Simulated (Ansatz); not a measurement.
Abridged output of a molecular run in Ansatz:

```
Functional definition: HF
1208 factors; integrals over basis functions are off by at most 1.4e-3 eV
mean field evaluation 1: about -10837.8025 eV, gradient 3.4e1 eV
mean field evaluation 2: about -10837.8089 eV, gradient 3.4e1 eV
mean field evaluation 4: about -10841.2245 eV, gradient 3.1e0 eV
mean field evaluation 8: about -10841.2632 eV, gradient 2.9e-4 eV
mean field -10841.26316059 eV, -398.4090726796 hartree, gradient 1.7e-6 eV, S^2 0.000000; 0 other end points of the search recorded, 0 dependent functions left out
9 core orbitals not correlated: weight in the atoms' cores, before any rotation towards them, 1.000 or more for the frozen orbitals, at most 0.000 for the correlated occupied ones
reference -10841.26316059 eV, -398.4090726796 hartree; 14, 14 occupied and 96, 96 virtual orbitals, 1208 factors
second order -17.18337855 eV of doubles, -0.00000000 eV of singles
cycle   1  -18.21342247 eV  change    -1.0e0 eV  update   9.4e-2
cycle   2  -18.72285756 eV  change   -5.1e-1 eV  update   2.9e-2
cycle   3  -18.81326915 eV  change   -9.0e-2 eV  update   1.3e-2
cycle   4  -18.81195639 eV  change    1.3e-3 eV  update   3.8e-3
cycle   5  -18.81132786 eV  change    6.3e-4 eV  update   1.5e-3
cycle   6  -18.81098899 eV  change    3.4e-4 eV  update   4.5e-4
cycle   7  -18.81085135 eV  change    1.4e-4 eV  update   1.5e-4
cycle   8  -18.81085313 eV  change   -1.8e-6 eV  update   5.4e-5
cycle   9  -18.81084221 eV  change    1.1e-5 eV  update   2.0e-5
perturbative correction -0.64481959 eV, -0.0236966827 hartree
Total energy: -10860.71882238 eV, -399.1240550630 hartree
```

Its atoms:

```xyz
14

C    -1.027   -1.450   -0.436
C    -0.682   -0.332   -1.148
C     0.655    0.016   -1.551
Al    0.725   -0.107    0.501
C     0.190    1.386    1.643
H    -2.021   -1.552   -0.023
H    -0.394   -2.332   -0.427
H    -1.414    0.475   -1.164
H     1.296   -0.796   -1.890
H     0.772    0.939   -2.105
H     1.629   -1.326    0.954
H    -0.255    1.037    2.579
H    -0.533    2.046    1.156
H     1.058    1.996    1.912
```

(1) Which basis set was used?
A. def2-TZVPP
B. def2-SVP
C. def2-QZVPP
D. def2-SVPD

(2) Write the keys of the input that set method, charge and spin (a neutral closed shell needs none for the last two).

## Answers

(1) B. It gives 119 functions.

(2) 
```yaml
correlation: {method: ccsd_t}
```
